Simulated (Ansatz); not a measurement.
A nudged elastic band was laid between two geometries of CH3AlF2O + H2 (10 atoms, charge 0, multiplicity 1).

These are results of Ansatz 0.2.0, RKS PBE-D4/def2-SVP, not measurements.

```yaml
movable_images: 7
climbing_image: yes
spring: 5.0 eV/Å²
optimiser: quadratic models (default)
start_path: through a guess of the saddle point
force_threshold: 0.05 eV/Å
iteration_limit: 60
end_points: relaxed
```

Image 0:

```xyz
10
Properties=species:S:1:pos:R:3
Al -0.197 1.167 0.553
O -0.535 -0.099 -0.527
C -0.618 -1.500 -0.449
F -0.563 2.729 0.105
F 0.236 0.891 2.142
H 1.692 0.954 -0.457
H 1.921 1.575 -0.045
H -1.646 -1.845 -0.700
H 0.075 -1.971 -1.182
H -0.365 -1.901 0.560
```

Image 8:

```xyz
10
Properties=species:S:1:pos:R:3
Al 0.338 1.512 0.343
O 0.614 -0.386 -0.165
C -0.503 -1.239 -0.510
F -1.333 1.430 0.608
F 1.292 1.234 1.726
H 1.060 -0.701 0.654
H 0.876 2.470 -0.797
H -0.895 -0.868 -1.475
H -0.146 -2.279 -0.638
H -1.303 -1.174 0.254
```

Question: Which bonds break or form, and what moves?

Answer: Bonds broken: H6–H7. Bonds formed: Al1–H7, O2–H6. CH3AlF2O + H2 becomes CH5AlF2O.

Question: What energy profile does the band end with?

Answer: The forces met the threshold. The highest image is number 3 of 0 to 8, 0.55 eV above the first end and 0.76 eV above the last; the last end lies 0.21 eV below the first. The profile has 3 maxima (images 1, 3, 6) with wells between them (images 2, 5): this band takes more than one step, which may be the mechanism or a detour left from its start path. A vibrational analysis at the climbing image gives one clearly imaginary mode, 968i cm⁻¹: a first-order saddle point. The orbitals stay closed-shell, which can raise the energy where a bond breaks towards radicals; this wasn't checked here.

```tsv
image	path coordinate (Å)	energy (eV)	H6–H7 (Å)	Al1–H7 (Å)	O2–H6 (Å)
0	0.00	0.00	0.78	2.24	2.46
1	1.65	0.02	0.78	2.19	2.39
2	3.31	0.01	0.78	2.19	2.78
3	4.96	0.55	1.05	1.77	1.28
4	6.64	-0.15	2.69	1.59	0.98
5	8.32	-0.18	3.17	1.59	0.98
6	10.00	-0.16	2.84	1.59	0.98
7	11.68	-0.18	3.31	1.59	0.98
8	13.36	-0.21	3.49	1.58	0.98
```

Question: What is the geometry of the highest image?

Answer: 
```xyz
10
Properties=species:S:1:pos:R:3:forces:R:3
Al 0.150 1.269 0.747 0.00 0.00 0.00
O 0.429 -0.437 0.141 0.00 0.00 0.00
C -0.459 -1.358 -0.490 0.00 0.00 0.00
F -1.294 1.915 0.202 0.00 0.00 0.00
F 0.677 1.611 2.294 0.00 0.00 0.00
H 1.153 0.414 -0.488 0.00 0.00 0.00
H 1.432 1.428 -0.460 0.00 0.00 0.00
H -1.108 -0.861 -1.244 0.00 0.00 0.00
H 0.128 -2.159 -0.981 0.00 0.00 0.00
H -1.108 -1.823 0.280 0.00 0.00 0.00
```

Run time: 5.2 min on 2 threads of Arm Neoverse V1 (shared host), peak memory 0.13 GiB.
